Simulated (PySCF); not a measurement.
Gas-phase reaction: 2 SnH₃Cl + 6 Cl ⇌ 2 SnCl₄ + 3 H₂

Computed with PySCF and rigid-rotor harmonic-oscillator thermochemistry at 1 bar. † marks an energy on the PBE0/def2-TZVP geometry and frequencies. MP2 freezes the core. Open shells (unrestricted): Cl (multiplicity 2, electronic degeneracy 6); the rest are closed-shell singlets. Spin-orbit splitting is ignored; it lowers the true energy and changes the entropy of Cl. B3LYP is the form with VWN-RPA correlation. Sn: scalar-relativistic def2 core potential, no spin-orbit coupling. SnH₃Cl: computed as isolated molecules; such fragments, hydroxides, amides, oligomers or adducts are transient or little studied in the gas. MP2 isn't extrapolated to the basis-set limit; its ΔH°(298 K) is -1595.7 kJ in def2-SVP and -1743.8 kJ in def2-TZVPP. The harmonic model lacks anharmonicity and excited electronic states, which grow with temperature; levels with a mode under 35 cm⁻¹ are left out. Soft modes under 120 cm⁻¹ make the harmonic entropy rough for SnCl₄.

```
level               ΔE electronic, kJ  ΔH°(298 K), kJ  ΔS°(298 K), J/K  ΔG°(1000 K), kJ
------------------  -----------------  --------------  ---------------  ---------------
B3LYP/def2-TZVP†                -1597           -1597             -434            -1173
HF/def2-TZVP†                   -1200           -1199             -434             -776
M06-2X/def2-TZVP†               -1766           -1765             -434            -1342
MP2/def2-SVP†                   -1596           -1596             -434            -1173
MP2/def2-TZVPP†                 -1744           -1744             -434            -1321
PBE/def2-TZVP†                  -1717           -1716             -434            -1293
LDA/def2-TZVP†                  -1918           -1918             -434            -1494
ωB97X-V/def2-TZVP†              -1681           -1680             -434            -1257
```
ΔH° is lowest at LDA/def2-TZVP† and highest at HF/def2-TZVP†. No reference value is set beside these.
